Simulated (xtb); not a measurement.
BaCl2, charge -1, doublet, at a GFN2-xTB geometry (such geometries of metal compounds can be far from the true shape) (a state made from the parent by changing its charge; the spin is typed, not shown lowest); xtb 6.7.1 with GFN2-xTB with ALPB(dmso).

Here is a job for xtb.
```
$ xtb mol.xyz --gfn 2 --chrg -1 --uhf 1 --alpb dmso --json

# file mol.xyz
3

Ba     0.00338648     0.00412225     0.00467585
Cl     1.85484627     0.44365118    -1.75222559
Cl    -1.86600174    -0.45723037     1.73682281
```

Output, abridged:

```
   ID    Z sym.   atoms
    1   56 Ba     1
    2   17 Cl     2, 3

           -------------------------------------------------
          |                Calculation Setup                |
           -------------------------------------------------

           -------------------------------------------------
          |                 G F N 2 - x T B                 |
           -------------------------------------------------

      * Solvation model:               ALPB
        Solvent                        dmso
        Parameter file                 internal GFN2-xTB/ALPB
        Dielectric constant                4.6680E+01
        Reference state                gsolv [1 M gas/solution]
        Free energy shift                  7.1947E-03 Eh       4.5147E+00 kcal/mol
        Temperature                        2.9815E+02 K
        Density                            1.1000E+00 kg/L
        Solvent mass                       7.8130E+01 g/mol
        Interaction kernel             P16
        Born radius scaling (c1)           1.7927E+00
        Born radii integrator          GBOBC
        Born offset                        0.0000E+00 a0       0.0000E+00 AA
        H-bond correction              true
        Ion screening                  false
        Surface tension                    1.0000E-05 Eh       1.5569E+01 dyn/cm
        Grid points                               230 per atom

          ...................................................
          :                      SETUP                      :
          :.................................................:
          :  # basis functions                  30          :
          :  # atomic orbitals                  27          :
          :  # shells                            9          :
          :  # electrons                        17          :
          :  max. iterations                   250          :
          :  Hamiltonian                  GFN2-xTB          :
          :  restarted?                      false          :
          :  GBSA solvation                   true          :
          :  PC potential                    false          :
          :  electronic temp.          300.0000000     K    :
          :  accuracy                    1.0000000          :
          :  -> integral cutoff          0.2500000E+02      :
          :  -> integral neglect         0.1000000E-07      :
          :  -> SCF convergence          0.1000000E-05 Eh   :
          :  -> wf. convergence          0.1000000E-03 e    :
          :  Broyden damping             0.4000000          :
          :  net charge                         -1          :
          :  unpaired electrons                  1          :
          ...................................................

 iter      E             dE          RMSdq      gap      omega  full diag
   1     -9.9251508 -0.992515E+01  0.705E+00    1.57       0.0  T
   2    -10.0105345 -0.853836E-01  0.592E+00    4.11       1.0  T
   3    -10.0180716 -0.753718E-02  0.228E+00    4.22       1.0  T
   4    -10.0195725 -0.150090E-02  0.748E-01    4.50       1.0  T
   5    -10.0196692 -0.966932E-04  0.295E-01    4.69       1.0  T
   6    -10.0196800 -0.107394E-04  0.148E-01    4.72       1.0  T
   7    -10.0196864 -0.645673E-05  0.113E-01    4.65       1.0  T
   8    -10.0196906 -0.419343E-05  0.120E-01    4.68       1.0  T
   9    -10.0196912 -0.598005E-06  0.679E-02    4.69       1.0  T
  10    -10.0196927 -0.144511E-05  0.709E-03    4.69       8.1  T
  11    -10.0196927 -0.505961E-08  0.523E-03    4.69      11.0  T
  12    -10.0196927 -0.937717E-08  0.724E-05    4.69     797.2  T
  13    -10.0196927  0.320810E-11  0.160E-04    4.69     361.2  T

   *** convergence criteria satisfied after 13 iterations ***

         :::::::::::::::::::::::::::::::::::::::::::::::::::::
         ::                     SUMMARY                     ::
         :::::::::::::::::::::::::::::::::::::::::::::::::::::
         :: total energy             -10.016345000239 Eh    ::
         :: total w/o Gsasa/hb        -9.985157110438 Eh    ::
         :: gradient norm              0.002186370840 Eh/a0 ::
         :: HOMO-LUMO gap              4.691627912921 eV    ::
         ::.................................................::
         :: SCC energy               -10.019692879227 Eh    ::
         :: -> isotropic ES            0.178622241130 Eh    ::
         :: -> anisotropic ES         -0.003112725274 Eh    ::
         :: -> anisotropic XC         -0.000142103953 Eh    ::
         :: -> dispersion             -0.001647343649 Eh    ::
         :: -> Gsolv                  -0.097913618628 Eh    ::
         ::    -> Gelec               -0.066725728827 Eh    ::
         ::    -> Gsasa               -0.038382583850 Eh    ::
         ::    -> Ghb                  0.000000000000 Eh    ::
         ::    -> Gshift               0.007194694049 Eh    ::
         :: repulsion energy           0.003347878988 Eh    ::
         :: add. restraining           0.000000000000 Eh    ::
         :: total charge              -1.000000000000 e     ::
         :::::::::::::::::::::::::::::::::::::::::::::::::::::

           -------------------------------------------------
          |                Property Printout                |
           -------------------------------------------------

    * Orbital Energies and Occupations

         #    Occupation            Energy/Eh            Energy/eV
      -------------------------------------------------------------
         1        2.0000           -0.9811092             -26.6973
         2        2.0000           -0.9772015             -26.5910
         3        2.0000           -0.3867933             -10.5252
         4        2.0000           -0.3730304             -10.1507
         5        2.0000           -0.3730300             -10.1507
         6        2.0000           -0.3700322             -10.0691
         7        2.0000           -0.3700319             -10.0691
         8        2.0000           -0.3691125             -10.0441
         9        1.0000           -0.2773238              -7.5464 (HOMO)
        10                         -0.1049097              -2.8547 (LUMO)
        11                         -0.1048872              -2.8541
        12                          0.0059868               0.1629
        13                          0.0059868               0.1629
        14                          0.0756333               2.0581
        15                          0.0756523               2.0586
        16                          0.1251327               3.4050
        17                          0.1252771               3.4090
        18                          0.1261563               3.4329
        19                          0.1261564               3.4329
        20                          0.1266293               3.4458
       ...                                ...                  ...
        27                          0.9020007              24.5447
      -------------------------------------------------------------
                  HL-Gap            0.1724142 Eh            4.6916 eV
             Fermi-level           -0.2571675 Eh           -6.9979 eV

     #   Z          covCN         q      C6AA      α(0)
     1  56 Ba       1.366     0.447   698.468    83.732
     2  17 Cl       0.683    -0.724   123.699    17.010
     3  17 Cl       0.683    -0.724   123.699    17.010

 Mol. C6AA /au·bohr⁶  :       2232.761214
 Mol. C8AA /au·bohr⁸  :     354929.590675
 Mol. α(0) /au        :        117.751810

Wiberg/Mayer (AO) data.
largest (>0.10) Wiberg bond orders for each atom

 ---------------------------------------------------------------------------
     #   Z sym  total        # sym  WBO       # sym  WBO       # sym  WBO
 ---------------------------------------------------------------------------
     1  56 Ba   1.019 --     3 Cl   0.510     2 Cl   0.510
     2  17 Cl   0.527 --     1 Ba   0.510
     3  17 Cl   0.527 --     1 Ba   0.510
 ---------------------------------------------------------------------------

Topologies differ in total number of bonds
Writing topology from bond orders to xtbtopo.mol

molecular dipole:
                 x           y           z       tot (Debye)
 q only:        0.018       0.022       0.025
   full:        0.010       0.012       0.014       0.053
molecular quadrupole (traceless):
                xx          xy          yy          xz          yz          zz
 q only:       -9.499      -6.496      15.759      25.159       6.091      -6.260
  q+dip:       -9.888      -6.763      16.404      26.189       6.340      -6.517
   full:       -9.665      -6.610      16.034      25.598       6.197      -6.370

           -------------------------------------------------
          | TOTAL ENERGY              -10.016345000239 Eh   |
          | GRADIENT NORM               0.002186370840 Eh/α |
          | HOMO-LUMO GAP               4.691627912921 eV   |
           -------------------------------------------------

normal termination of xtb
```
